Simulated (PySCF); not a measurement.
One of the candidates below gave these computed data.

All candidates are C5H6ClF.

| technique | computed result |
| --- | --- |
| 1H NMR | chemical shifts (computed TMS as zero) by class: 6.71 (1 H), 5.87 (1 H), 5.70 (1 H), 1.86 (3 H) ppm [GIAO PBE0/pcSseg-1] |
| Polarisability | 82.1 au [B3LYP/def2-SVPD] |
| Triplet | lowest triplet excitation (Tamm–Dancoff): 4.51 eV [TDA B3LYP/def2-SVPD] |
| Rotational structure | rotational constants A, B, C: 3.992, 1.010, 0.842 GHz [GFN2-xTB] |
| 13C NMR | chemical shifts (computed TMS as zero) by class: 215.4 (1 C), 111.9 (1 C), 98.9 (1 C), 97.9 (1 C), 17.2 (1 C) ppm [GIAO PBE0/pcSseg-1] |
| UV, strongest line | among the 8 lowest singlet transitions: S3 at 6.45 eV (192 nm, f = 0.182) [TDDFT B3LYP/def2-SVPD] |

The electronic properties come from PySCF, for the isolated species, density fitting. Levels stand in brackets. Isolated species at its GFN2-xTB geometry (one conformer only). Each NMR value is the plain mean over a class of atoms that symmetry, rotation or inversion makes alike.

**Question.** Which candidate is it?
A. `C=C(Cl)/C=C(/C)F`
B. `FC[C@H]1C/C1=C/Cl`
C. `CC=C=C[C@@H](F)Cl`
D. `FC1=C(Cl)CCC1`
E. `C=C/C(F)=C(/C)Cl`

**Answer.** C. It is `CC=C=C[C@@H](F)Cl`. Numbering: `[CH3:1][CH:2]=[C:3]=[CH:4][C@@H:5]([F:6])[Cl:7]`. Its formula, C5H6ClF, gives 2 degrees of unsaturation: 0 rings and 2 π bonds in the structure found. 5 carbons fall into 5 classes; from least to most shielded: central carbon of cumulated double bonds [C3] (215.4 ppm), sp3 C–F carbon [C5] (111.9 ppm), outer carbon of cumulated double bonds [C4] (98.9 ppm), outer carbon of cumulated double bonds [C2] (97.9 ppm), methyl carbon [C1] (17.2 ppm). Hydrogen classes from least to most shielded: 1 H on an sp3 C–F carbon, C5 (6.71 ppm), 1 H on an outer carbon of cumulated double bonds, C4 (5.87 ppm), 1 H on an outer carbon of cumulated double bonds, C2 (5.70 ppm), 3 H on a methyl carbon, C1 (1.86 ppm). The optimised geometry has point group C1 and is an asymmetric top.

The others, at the same levels:
- `C=C/C(F)=C(/C)Cl` fails: its computed 13C shifts are 164.4 (1 C), 132.0 (1 C), 130.3 (1 C), 123.9 (1 C), 21.3 (1 C) ppm, 1H shifts are 7.05 (1 H), 5.97 (1 H), 5.68 (1 H), 2.26 (3 H) ppm and rotational constant A is 3.270 GHz (against 3.992 GHz).
- `FC[C@H]1C/C1=C/Cl` fails: its computed 13C shifts are 131.4 (1 C), 124.7 (1 C), 88.8 (1 C), 22.5 (1 C), 16.2 (1 C) ppm, 1H shifts are 6.55 (1 H), 5.38 (1 H), 3.93 (1 H), 2.18 (1 H), 1.75 (1 H), 1.42 (1 H) ppm and rotational constant A is 4.263 GHz (against 3.992 GHz).
- `FC1=C(Cl)CCC1` fails: its computed 13C shifts are 165.5 (1 C), 116.8 (1 C), 37.5 (1 C), 33.2 (1 C), 20.0 (1 C) ppm, 1H shifts are 2.66 (2 H), 2.53 (2 H), 1.92 (2 H) ppm and rotational constant A is 3.193 GHz (against 3.992 GHz).
- `C=C(Cl)/C=C(/C)F` fails: its computed 13C shifts are 169.6 (1 C), 148.2 (1 C), 119.5 (1 C), 111.3 (1 C), 23.0 (1 C) ppm, 1H shifts are 5.37 (1 H), 5.31 (1 H), 5.24 (1 H), 2.04 (3 H) ppm and smallest rotational constant is 1.075 GHz (against 0.842 GHz).

Each candidate is one conformer, not necessarily the lowest. The conformers computed, where there is a choice (atom-mapped SMILES and torsion angles):
- `[CH3:1][CH:2]=[C:3]=[CH:4][C@@H:5]([F:6])[Cl:7]`: C3–C4–C5–F6 137°
- `[CH2:1]=[CH:2]/[C:3]([F:4])=[C:5](/[CH3:6])[Cl:7]`: C1–C2–C3–F4 0°
- `[F:1][CH2:2][C@H:3]1[CH2:4]/[C:5]1=[CH:6]/[Cl:7]`: F1–C2–C3–C4 86°
- `[CH2:1]=[C:2]([Cl:3])/[CH:4]=[C:5](/[CH3:6])[F:7]`: C1–C2–C4–C5 180°

The conformers of `FC1=C(Cl)CCC1` aren't listed.
